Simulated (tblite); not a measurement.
Compound: C5H10BNO3.
Atom-mapped SMILES: `[CH2:1]=[CH:2][C:3](=[O:4])[NH:5][CH2:6][CH2:7][B:8]([OH:9])[OH:10]` (hydrogens: H11, H12 on C1; H13 on C2; H14 on N5; H15, H16 on C6; H17, H18 on C7; H19 on O9; H20 on O10)

Computed with GFN2-xTB (tblite), gas phase: L-BFGS steps from a force-field or distance-geometry start until the largest atomic force falls under 0.01 eV/Å.

Step 7: E = -876.1122 eV
```
atom  x, y, z in Å  |  force x, y, z in eV/Å
C1      3.4503   -1.0879    0.3766   -0.034   0.121   0.000
C2      2.5870   -0.0806    0.4026    0.282  -0.396  -0.187
C3      1.4302   -0.1233   -0.5362    0.020  -0.186  -0.079
O4      1.2630   -1.0386   -1.3251    0.145  -0.066   0.055
N5      0.5800    0.9162   -0.4810   -0.214   0.043   0.474
C6     -0.6023    0.9960   -1.3166    0.393   0.438  -0.085
C7     -1.5971   -0.1374   -1.1765   -0.622  -0.078   0.193
B8     -2.4359   -0.0898    0.1878    0.575  -0.082   1.960
O9     -2.0970    0.9543    1.0046    0.557   0.028   0.148
O10    -3.3249   -1.0664    0.6256   -0.038   0.480  -1.701
H11     3.3097   -1.9037   -0.3012   -0.164  -0.194  -0.221
H12     4.3220   -1.1513    0.9932    0.170   0.119   0.249
H13     2.7574    0.7414    1.0772   -0.318   0.226  -0.035
H14     0.7318    1.6664    0.1644    0.035   0.045   0.259
H15    -1.1018    1.9236   -1.0609    0.014   0.263  -0.194
H16    -0.1963    1.0091   -2.3217   -0.258   0.112  -0.579
H17    -2.3332   -0.0574   -1.9591   -0.172   0.180  -0.720
H18    -1.0590   -1.0508   -1.3805    0.029  -0.442   0.293
H19    -1.9952    1.1029    1.9635   -0.821  -0.702  -0.953
H20    -3.6938   -1.5123   -0.1690    0.421   0.091   1.124
```

Step 8: E = -876.2563 eV
```
atom  x, y, z in Å  |  force x, y, z in eV/Å
C1      3.4461   -1.0837    0.3766    0.310  -0.228   0.018
C2      2.5875   -0.0817    0.4014   -0.065  -0.025  -0.188
C3      1.4273   -0.1292   -0.5421    0.142  -0.309  -0.078
O4      1.2676   -1.0486   -1.3327    0.120   0.196   0.229
N5      0.5802    0.9106   -0.4757   -0.401  -0.114   0.193
C6     -0.6006    1.0042   -1.3197    0.326   0.049  -0.015
C7     -1.6115   -0.1336   -1.1855   -0.322   0.073   0.397
B8     -2.4324   -0.0822    0.2111    0.509  -0.152   1.078
O9     -2.0674    0.9634    1.0094    0.404  -0.193   0.135
O10    -3.3439   -1.0502    0.6130    0.293   0.755  -0.856
H11     3.3031   -1.9008   -0.3045   -0.125  -0.119  -0.138
H12     4.3202   -1.1453    0.9961    0.083   0.095   0.166
H13     2.7491    0.7484    1.0758   -0.322   0.096  -0.126
H14     0.7359    1.6584    0.1672    0.058   0.116   0.332
H15    -1.0920    1.9298   -1.0593   -0.044   0.363  -0.207
H16    -0.1910    1.0043   -2.3236   -0.262   0.160  -0.543
H17    -2.3328   -0.0580   -1.9872   -0.106   0.152  -0.476
H18    -1.0552   -1.0460   -1.3722   -0.101  -0.312   0.289
H19    -2.0150    1.0874    1.9711   -0.734  -0.572  -0.760
H20    -3.6802   -1.5367   -0.1516    0.236  -0.031   0.550
```

Task: Estimate the geometry and energy of step 9. (The exact step hangs on the optimiser's Hessian estimate; all steps are aligned on step 8, rigid shifts and turns removed.)

Result: E = -876.4104 eV, largest force 0.672 eV/Å
```
atom  x, y, z in Å  |  force x, y, z in eV/Å
C1      3.4497   -1.0868    0.3765   -0.162   0.300   0.017
C2      2.5836   -0.0783    0.3974    0.239  -0.466  -0.211
C3      1.4251   -0.1412   -0.5510    0.217  -0.021   0.190
O4      1.2761   -1.0596   -1.3398    0.038   0.120   0.109
N5      0.5739    0.8968   -0.4661   -0.392  -0.004   0.125
C6     -0.5951    1.0143   -1.3244    0.017  -0.260  -0.019
C7     -1.6346   -0.1259   -1.1914    0.182   0.165   0.297
B8     -2.4165   -0.0754    0.2533    0.489  -0.027  -0.460
O9     -2.0182    0.9727    1.0202    0.193  -0.456  -0.133
O10    -3.3632   -1.0088    0.5919    0.208   0.533   0.010
H11     3.2916   -1.8975   -0.3106   -0.029  -0.108  -0.063
H12     4.3181   -1.1347    1.0027    0.120   0.017   0.134
H13     2.7303    0.7587    1.0696   -0.278   0.003  -0.168
H14     0.7432    1.6493    0.1783   -0.001  -0.112   0.126
H15    -1.0780    1.9461   -1.0614   -0.006   0.275  -0.263
H16    -0.1882    1.0003   -2.3357   -0.281   0.192  -0.305
H17    -2.3329   -0.0565   -2.0345    0.124   0.086   0.156
H18    -1.0538   -1.0419   -1.3539   -0.340  -0.031   0.263
H19    -2.0571    1.0553    1.9714   -0.582  -0.305  -0.051
H20    -3.6591   -1.5763   -0.1248    0.246   0.100   0.245
```

The energy changes by -0.1541 eV. The first-order estimate −F·Δx gives -0.2561 eV and the mean of the old and new forces, exact on a quadratic surface, -0.1558 eV. The step makes an angle of 46° with the force vector and moves no atom by more than 0.053 Å.

What follows is the cost of the whole relaxation. The run took 2.0 s wall on one thread, Arm Neoverse N1 (aarch64), shared host with 64 logical CPUs at a one-minute load of 57.
